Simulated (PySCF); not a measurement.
Iridium: a sound run and one with changed settings

Sound run: Ir [Xe] 4f14 5d7 6s2, Ir⁺ [Xe] 4f14 5d7 6s1. All numbers are calculated (PySCF 2.14, a scalar-relativistic core potential, in aug-cc-pVDZ-PP with ECP60MDF). The sound run starts from symmetry-adapted Hartree-Fock orbitals and uses a fine grid where one is needed.

Changed run: initial guess 1e, at most 50 SCF cycles, level shift 10.0 hartree.

```tsv
species	method	sound run (hartree)	changed run (hartree)	converged
Ir	UHF	-103.62243	-103.60149	no
Ir	MN15	-104.23745	-104.22693	no
Ir	M06-L	-104.46134	-104.44131	no
Ir⁺	UHF	-103.36234	-103.34133	no
Ir⁺	MN15	-103.90379	-103.88906	no
Ir⁺	M06-L	-104.14219	-104.09923	no
```

A level shift slows the SCF but leaves a converged energy unchanged.
